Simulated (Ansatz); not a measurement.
CH$_{3}$ClF$_{2}$Si (`FC[SiH](F)Cl`), charge 0, multiplicity 1.

Give a relaxed structure at PBE0-D4/def2-TZVP (the Gaussian-basis code of Ansatz). (Estimate.)

The calculation gave: 
Z-matrix (Å, degrees):
```
C
Si 1 1.876
F 1 1.388 2 109.9
H 1 1.095 2 110.6 3 -120.0
H 1 1.095 2 110.9 3 120.3
Cl 2 2.040 1 107.1 3 175.9
F 2 1.588 1 109.6 3 -66.4
H 2 1.475 1 113.6 3 54.7
```
